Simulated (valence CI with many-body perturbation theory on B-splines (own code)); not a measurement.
## E1 line list for Bi⁵¹⁺

Computed by configuration interaction combined with many-body perturbation theory (CI+MBPT): four valence electrons over a frozen Dirac-Fock core [Ar] 3d10, a basis of 11 s, 11 p, 10 d, 8 f, 5 g, 2 h functions for each j, with the one-electron correlation potential Σ1, the two-electron term Σ2, the three-electron term Σ3, Breit, model QED; selected CI, second order for the rest, scaled by the run's own slope (own B-spline code, finite nucleus).

No measured spectrum was set against this ion. As an estimate, large intervals hold to a few tenths of a per cent, small ones and those within an open d or f shell to about a per cent. Among the levels kept, up to 400 cm⁻¹ of a level comes from second order outside the variational space, and about a tenth of that is noise between levels of different J, which matters for small intervals.

Lines 1 to 50 of 564 in falling wavelength, among levels below 7648.1 × 10³ cm⁻¹, chosen from the strongest by gf and those to the six lowest levels. Wavelengths and rates use the calculated energies. Electric multipoles are in the length gauge, E1 and E2 with the static RPA response of the core. Weak lines are less certain than strong ones. Lines between different terms over intervals too small for the method are left out, as are lines whose strength nearly cancels. Where a level lies close to another of its J and parity, the split of strength between their lines is uncertain. The highest levels of a list are the least certain.

Levels are named by their leading jj configuration (3d3/2^4 stands for four electrons in 3d with j = 3/2), which in mixed levels can hold well under half, so a name can repeat and another be missing. Letters in brackets count levels of one name in rising energy.

| λ vac (Å) | Upper | Lower | A (s⁻¹) | S (a.u.) |
| --- | --- | --- | --- | --- |
| 279.6 | (4s^2 4p3/2^2) J=2 | (4s 4p1/2^2 4p3/2) J=1 | 1.01e+07 | 5.46e-04 |
| 241.0 | (4s^2 4p1/2 4d5/2) J=2 | (4s^2 4p3/2^2) J=2 | 2.23e+07 | 7.69e-04 |
| 235.8 | (4s^2 4p1/2 4d5/2) J=3 | (4s^2 4p3/2^2) J=2 | 1.33e+07 | 6.03e-04 |
| 224.5 | (4s^2 4p3/2^2) J=0 | (4s 4p1/2^2 4p3/2) J=1 | 2.68e+07 | 1.50e-04 |
| 201.3 | (4s^2 4p3/2^2) J=2 | (4s 4p1/2^2 4p3/2) J=2 | 1.64e+07 | 3.30e-04 |
| 128.1 | (4s 4p1/2 4d3/2^2) J=3 | (4s^2 4d3/2^2) J=2 | 1.08e+10 | 7.87e-02 |
| 119.0 | (4s 4p1/2 4p3/2 4d3/2) J=4 | (4s^2 4p3/2 4d3/2) J=3 | 1.38e+10 | 1.03e-01 |
| 118.2 | (4s 4p1/2 4d3/2 4d5/2) J=5 | (4s^2 4d3/2 4d5/2) J=4 | 1.65e+10 | 1.48e-01 |
| 115.2 | (4s 4p1/2 4p3/2^2) J=2 [a] | (4s^2 4p3/2^2) J=2 | 2.97e+09 | 1.12e-02 |
| 111.6 | (4s 4p1/2 4p3/2 4f5/2) J=4 [a] | (4s^2 4p3/2 4f5/2) J=3 | 9.81e+09 | 6.06e-02 |
| 109.1 | (4s 4p1/2 4p3/2 4f7/2) J=6 | (4s^2 4p3/2 4f7/2) J=5 | 2.33e+10 | 1.94e-01 |
| 108.9 | (4s 4p1/2 4d5/2^2) J=5 | (4s^2 4d5/2^2) J=4 | 2.12e+10 | 1.48e-01 |
| 108.9 | (4s 4p1/2 4p3/2 4f7/2) J=5 [b] | (4s^2 4p3/2 4f5/2) J=4 | 1.81e+10 | 1.27e-01 |
| 108.2 | (4s 4p1/2 4p3/2 4d5/2) J=5 | (4s^2 4p3/2 4d5/2) J=4 | 2.12e+10 | 1.46e-01 |
| 107.6 | (4s 4p1/2^2 4p3/2) J=2 | (4s^2 4p1/2 4p3/2) J=2 | 1.62e+10 | 5.00e-02 |
| 107.3 | (4s 4p1/2 4p3/2 4f5/2) J=5 | (4s^2 4p3/2 4f7/2) J=4 | 1.37e+10 | 9.20e-02 |
| 107.0 | (4p1/2^2 4p3/2 4d5/2) J=4 | (4s 4p1/2 4p3/2 4d5/2) J=3 [c] | 1.46e+10 | 7.96e-02 |
| 106.0 | (4s 4p1/2 4p3/2 4d5/2) J=4 [c] | (4s^2 4p3/2 4d5/2) J=3 | 1.44e+10 | 7.59e-02 |
| 105.9 | (4s 4p1/2 4d3/2 4d5/2) J=4 [c] | (4s^2 4d3/2 4d5/2) J=4 | 1.15e+10 | 6.07e-02 |
| 105.5 | (4s 4p1/2^2 4f5/2) J=3 | (4s^2 4p1/2 4f5/2) J=2 | 2.55e+10 | 1.04e-01 |
| 105.5 | (4p1/2^2 4p3/2 4d5/2) J=3 | (4s 4p1/2 4p3/2 4d5/2) J=2 [d] | 1.82e+10 | 7.40e-02 |
| 105.3 | (4s 4p1/2 4p3/2^2) J=3 | (4s^2 4p3/2^2) J=2 | 2.00e+10 | 8.07e-02 |
| 105.3 | (4s 4p1/2^2 4d5/2) J=3 | (4s^2 4p1/2 4d5/2) J=3 | 1.76e+10 | 7.07e-02 |
| 104.3 | (4s 4p1/2^2 4d5/2) J=3 | (4s^2 4p1/2 4d5/2) J=2 | 2.45e+10 | 9.60e-02 |
| 104.0 | (4s 4p1/2 4p3/2 4f7/2) J=3 [d] | (4s^2 4d5/2^2) J=2 | 2.35e+10 | 9.15e-02 |
| 103.8 | (4s 4p1/2 4p3/2 4f5/2) J=4 [c] | (4s^2 4p3/2 4f5/2) J=4 | 1.13e+10 | 5.63e-02 |
| 103.2 | (4p1/2^2 4p3/2 4d5/2) J=3 | (4s 4p1/2 4p3/2 4d5/2) J=3 [d] | 2.16e+10 | 8.19e-02 |
| 103.1 | (4s 4p1/2^2 4p3/2) J=2 | (4s^2 4p1/2 4p3/2) J=1 | 1.91e+10 | 5.16e-02 |
| 102.6 | (4s 4p1/2^2 4f7/2) J=4 | (4s^2 4p1/2 4f7/2) J=4 | 2.00e+10 | 9.59e-02 |
| 102.5 | (4s 4p1/2^2 4f7/2) J=4 | (4s^2 4p1/2 4f7/2) J=3 | 3.27e+10 | 1.56e-01 |
| 102.4 | (4s 4p1/2 4d5/2^2) J=2 [b] | (4s^2 4d5/2^2) J=2 | 2.64e+10 | 6.99e-02 |
| 102.4 | (4s 4p1/2 4p3/2 4f7/2) J=4 [b] | (4s^2 4p3/2 4f7/2) J=4 | 1.29e+10 | 6.15e-02 |
| 102.0 | (4s 4p1/2 4p3/2 4d3/2) J=3 [c] | (4s^2 4p3/2 4d3/2) J=3 | 2.04e+10 | 7.47e-02 |
| 101.9 | (4s 4p1/2^2 4d3/2) J=1 | (4s^2 4p1/2 4d3/2) J=2 | 3.80e+10 | 5.96e-02 |
| 101.5 | (4p1/2^2 4p3/2 4d5/2) J=4 | (4s 4p1/2 4p3/2 4d5/2) J=4 [b] | 1.31e+10 | 6.09e-02 |
| 101.1 | (4s 4p1/2 4d5/2^2) J=4 | (4s^2 4d5/2^2) J=4 | 2.46e+10 | 1.13e-01 |
| 101.0 | (4s 4p1/2 4p3/2 4d5/2) J=2 [c] | (4s^2 4p3/2 4d5/2) J=1 | 2.62e+10 | 6.65e-02 |
| 100.8 | (4p1/2^2 4p3/2 4d3/2) J=3 | (4s 4p1/2 4p3/2 4d3/2) J=3 [c] | 2.63e+10 | 9.28e-02 |
| 100.6 | (4p1/2^2 4p3/2 4d3/2) J=2 | (4s 4p1/2 4p3/2 4d3/2) J=2 [b] | 2.48e+10 | 6.23e-02 |
| 99.95 | (4s 4p1/2^2 4f5/2) J=2 | (4s^2 4p1/2 4f5/2) J=3 | 3.81e+10 | 9.38e-02 |
| 99.87 | (4s 4p1/2^2 4f7/2) J=3 | (4s^2 4p1/2 4f7/2) J=4 | 3.90e+10 | 1.34e-01 |
| 99.51 | (4s 4p1/2^2 4f5/2) J=3 | (4s^2 4p1/2 4f5/2) J=3 | 2.37e+10 | 8.08e-02 |
| 99.33 | (4s 4p1/2 4d5/2^2) J=3 | (4s^2 4p3/2 4f7/2) J=2 | 1.77e+10 | 5.98e-02 |
| 99.04 | (4s 4p1/2 4p3/2 4d5/2) J=2 [b] | (4s^2 4p3/2 4d5/2) J=2 | 2.25e+10 | 5.38e-02 |
| 98.51 | (4p1/2^2 4p3/2 4d5/2) J=1 | (4s 4p1/2 4p3/2 4d5/2) J=2 [c] | 5.13e+10 | 7.26e-02 |
| 98.37 | (4s 4p1/2 4p3/2 4f7/2) J=4 [c] | (4s^2 4p3/2 4f5/2) J=4 | 1.30e+10 | 5.52e-02 |
| 98.36 | (4s 4p1/2^2 4d3/2) J=2 | (4s^2 4p1/2 4d3/2) J=2 | 2.71e+10 | 6.36e-02 |
| 97.58 | (4s 4p1/2^2 4d5/2) J=2 | (4s^2 4p1/2 4d5/2) J=3 | 4.24e+10 | 9.73e-02 |
| 97.51 | (4p1/2^2 4p3/2 4d5/2) J=2 | (4s 4p1/2 4p3/2 4d5/2) J=2 [b] | 3.22e+10 | 7.37e-02 |
| 96.99 | (4s 4p1/2 4p3/2 4f7/2) J=4 [c] | (4s^2 4p3/2 4f7/2) J=3 | 1.27e+10 | 5.14e-02 |
